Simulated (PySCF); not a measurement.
**Basis and Hamiltonian dependence of the excitation energy of C**

C [He] 2s2 2p2 (3P) → C [He] 2s1 2p3 (5S). All values are computed (PySCF 2.14, energy differences of UHF-based or UKS calculations, no spin-orbit coupling). Values in eV.

```tsv
basis	Hamiltonian	functions	UHF	r2SCAN	PBE0	MP2 (valence)	CCSD(T) (valence)	CCSD(T) (valence and next inner shell)
aug-cc-pVDZ	non-relativistic	23	2.635	3.648	4.056	3.538	4.002	n/a
x2c-TZVPPall	spin-free X2C	31	2.582	3.614	4.019	3.661	4.077	4.063
x2c-TZVPPall with one added diffuse shell each of s, p, d type	spin-free X2C	40	2.584	3.615	4.020	3.667	4.085	4.070
aug-cc-pVTZ-DK	spin-free X2C	46	2.598	3.633	4.039	3.703	4.113	n/a
aug-cc-pVTZ	non-relativistic	46	2.585	3.620	4.026	3.690	4.101	n/a
cc-pVQZ	non-relativistic	55	2.574	n/a	n/a	3.756	4.138	n/a
x2c-QZVPPall	spin-free X2C	57	2.583	3.621	4.023	3.758	4.142	4.117
aug-cc-pwCVTZ	non-relativistic	59	2.585	3.618	4.024	3.720	4.123	4.101
def2-QZVPPD	non-relativistic	63	2.571	3.609	4.010	3.747	4.131	4.105
dyall-av3z	spin-free X2C	71	2.582	3.616	4.022	3.726	4.128	n/a
dyall-av3z	non-relativistic	71	2.570	3.604	4.009	3.713	4.116	n/a
x2c-QZVPPall with one added diffuse shell each of s, p, d, f type	spin-free X2C	73	2.584	3.622	4.024	3.762	4.144	4.119
aug-cc-pCVQZ-DK	spin-free X2C	109	2.587	3.623	4.026	3.788	n/a	n/a
aug-cc-pV5Z	non-relativistic	127	2.571	3.609	4.012	3.802	n/a	n/a
```

Frozen in the all-electron rows: valence: 1s2; valence and next inner shell: nothing.

Reference for a calculation without spin-orbit coupling: 4.179 eV (measured, between term centres; NIST).
